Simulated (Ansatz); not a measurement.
Spin states of O3W (SMILES [O]=[W](=[O])=[O]), each relaxed with B3LYP-D3(BJ)/def2-TZVP.
State 1 (charge 0, multiplicity 1):
```tsv
atom	x (Å)	y (Å)	z (Å)
W	0.1938	0.3447	0.2524
O	1.3391	-0.4653	-0.7568
O	-0.5837	-0.8536	1.2250
O	-1.0073	1.0411	-0.7765
```
State 2 (charge 0, multiplicity 3):
```csv
atom,x (Å),y (Å),z (Å)
W,0.1325,0.1942,0.1633
O,1.4480,-0.4789,-0.7176
O,-0.5347,-0.8805,1.3293
O,-1.1039,1.2321,-0.8309
```

Singlets are restricted, other states unrestricted; no spin–orbit coupling, no relativity up to Kr; see below for the cores. The largest T1 diagnostic is 0.036.

Correlated levels freeze the inner cores; with def2 sets outer-core shells near the valence are correlated too. CBS: X⁻³ extrapolation of the correlation energy, Hartree–Fock from the larger set.

Programs: Ansatz (Gaussian orbitals). Values without a source in brackets are computed. In def2 rows elements past Kr take small-core potentials, without spin–orbit coupling.

**Question.** What energy of the multiplicity-3 state less that of the multiplicity-1 state does BLYP/def2-TZVPP give?

**Answer.** 39.0 kcal/mol

**Question.** What energy of the multiplicity-3 state less that of the multiplicity-1 state does PBE/def2-TZVPP give?

**Answer.** 41.9 kcal/mol

**Question.** Predict the energy of the multiplicity-3 state less that of the multiplicity-1 state from CCSD(T)/CBS(def2-SVP, def2-TZVPP).

**Answer.** 41.1 kcal/mol

Doubts at one or more of the structures used: a restricted determinant that unrestricted orbitals would lower (CCSD(T)/CBS(def2-SVP, def2-TZVPP)).

Ansatz is a program for electronic structure.
